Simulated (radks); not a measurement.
Task: Radial electron density D(r) = 4 pi r^2 rho(r) of an atom or ion with 54 electrons. All-electron calculation, Dirac Kohn-Sham, LDA (Slater exchange, Perdew-Zunger correlation), spin-unpolarised, spherical densities, finite nucleus; Fermi nuclear charge, rms radius of each element as measured or else 0.836 A^(1/3) + 0.57 fm. Program: a radial shooting solver on a logarithmic mesh with Libxc functionals.

```
   r/bohr * D(r) (the largest magnitude, 95.4, reaches the edge; | marks zero)
 0.001038 |*
 0.001189 | *
 0.001373 | *
 0.001573 |  *
 0.001817 |   *
 0.002081 |    *
 0.002404 |     *
 0.002754 |      *
  0.00318 |        *
 0.003644 |          *
 0.004208 |            *
 0.004821 |               *
 0.005568 |                  *
  0.00643 |                      *
 0.007367 |                         *
 0.008508 |                             *
 0.009748 |                                 *
  0.01126 |                                    *
   0.0129 |                                       *
   0.0149 |                                         *
  0.01707 |                                          *
  0.01971 |                                          *
  0.02258 |                                         *
  0.02608 |                                       *
  0.02988 |                                     *
   0.0345 |                                     *
  0.03985 |                                     *
  0.04565 |                                        *
  0.05272 |                                            *
   0.0604 |                                                 *
  0.06976 |                                                     *
  0.07992 |                                                      *
   0.0923 |                                                    *
   0.1057 |                                                *
   0.1221 |                                          *
   0.1399 |                                       *
   0.1616 |                                        *
   0.1866 |                                           *
   0.2138 |                                              *
   0.2469 |                                             *
   0.2829 |                                       *
   0.3267 |                             *
   0.3743 |                    *
   0.4323 |                *
   0.4952 |                *
   0.5719 |                 *
   0.6553 |                  *
   0.7567 |               *
    0.867 |            *
    1.001 |        *
    1.156 |     *
    1.325 |    *
     1.53 |   *
    1.753 |   *
    2.024 |  *
    2.319 | *
    2.679 |*
    3.069 *
    3.544 *
     4.06 *
    4.689 *
    5.372 *
    6.205 *
```

What is the nuclear charge?

Result: Z = 56. The innermost maximum, from 1s, lies near gamma/Z bohr with gamma = sqrt(1 - (Z/c)^2) = 0.913, here 0.0163 bohr (found: 0.0180), and its height grows with Z. The density is that of the barium ion Ba2+ in [Xe]; the configuration itself is not fixed sharply by these data, and Z only to a few units. D(r) has 4 maxima, at r = 0.0180, 0.0793, 0.224, 0.630 bohr, and minima at 0.0348, 0.148, 0.461 bohr, inside which lie 2.01, 11.21, 28.95 electrons.
